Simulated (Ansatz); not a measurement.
`[Li][Br]` + `CNC` → `[Li][N](C)C` + HBr  (ligand exchange at a Li–Br bond)

Isolated molecules relaxed with PBE0-D4/def2-TZVP in Ansatz; ΔE leaves out vibrations. CCSD(T)/CBS is the MP2 limit (def2-TZVPP, def2-QZVPP) plus CCSD(T) − MP2 in def2-TZVPP, frozen cores. DFT in def2-TZVPP. B3LYP here is the variant with VWN-RPA as its local correlation; programs differ in this. For Br, Li outer-core shells are correlated without core-valence functions, which leaves a few kJ/mol of doubt a bond. Scalar relativity is left out up to krypton.

| level | ΔE (eV) | difference from CCSD(T)/CBS |
| --- | --- | --- |
| BLYP-D4 | 2.02 | -0.23 |
| r2SCAN-D4 | 2.23 | -0.02 |
| B3LYP-D4 | 2.17 | -0.08 |
| r2SCANh-D4 | 2.27 | 0.02 |
| r2SCAN0-D4 | 2.33 | 0.08 |
| CAM-B3LYP-D4 | 2.22 | -0.03 |
| PBE | 2.09 | -0.16 |
| BLYP | 2.07 | -0.18 |
| CCSD/def2-SVP | 2.16 | -0.09 |
| CCSD(T)/def2-SVP | 2.11 | -0.14 |
| HF/def2-TZVPP | 2.64 | 0.39 |
| MP2/def2-TZVPP | 2.18 | -0.07 |
| CCSD/def2-TZVPP | 2.24 | -0.01 |
| MP2/def2-QZVPP | 2.21 | -0.04 |
| SCS-MP2/def2-QZVPP | 2.23 | -0.02 |
| MP2/CBS(def2) | 2.25 | 0.00 |
| CCSD(T)/CBS | 2.25 | 0 |

Task: What do rigid-rotor, harmonic-oscillator terms from PBE0-D4/def2-TZVP frequencies (298.15 K, 1 bar) make of the CCSD(T)/CBS value? (Best estimate.)

Result: Computed: ΔZPE = -0.20 eV, ΔH = +2.07 eV, ΔS = -4 J/(mol·K), ΔG = +2.08 eV.

Largest T1 diagnostic among the species: 0.011.

From BLYP to BHLYP (50 % exact exchange), in def2-TZVPP and without D4, ΔE moves by +0.31 eV. The D4 term adds −0.04 eV with B3LYP and −0.02 eV with PBE0; it sums over pairs of atoms, weighted by their polarisabilities, and B3LYP, whose exchange is more repulsive, gets the larger term. Leaving LDA and LC-ωPBE aside and taking each functional with its dispersion term where it has one, the values, not all of them listed here, spread over 0.34 eV, from BLYP-D4 to BHLYP-D4. LDA lies −0.06 eV from PBE without D4.
